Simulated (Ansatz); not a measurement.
C10H7FSSe, SMILES Fc1csc(/C=C/c2ccc[se]2)c1. Heavy atoms are numbered as in [F:1][c:2]1[cH:3][s:4][c:5](/[CH:6]=[CH:7]/[c:8]2[cH:9][cH:10][cH:11][se:12]2)[cH:13]1.

All values below come from PBE0-D3(BJ)/def2-SVP run with Ansatz (a first-principles code).

Bond lengths of the relaxed neutral molecule (Å): F1–C2 1.326, C2–C3 1.371, C2–C13 1.413, C3–S4 1.714, S4–C5 1.735, C5–C6 1.444, C5–C13 1.382, C6–C7 1.353, C7–C8 1.444, C8–C9 1.380, C8–Se12 1.873, C9–C10 1.419, C10–C11 1.370, C11–Se12 1.848.

### Question
How do the bond lengths change in the relaxed lowest triplet? (The exact figures need the calculation; the answer reports its results.)

### Answer

```csv
bond,neutral (Å),triplet (Å)
F1–C2,1.326,1.325
C2–C3,1.371,1.387
C2–C13,1.413,1.391
C3–S4,1.714,1.722
S4–C5,1.735,1.768
C5–C6,1.444,1.378
C5–C13,1.382,1.423
C6–C7,1.353,1.450
C7–C8,1.444,1.373
C8–C9,1.380,1.431
C8–Se12,1.873,1.904
C9–C10,1.419,1.395
C10–C11,1.370,1.386
C11–Se12,1.848,1.861
```
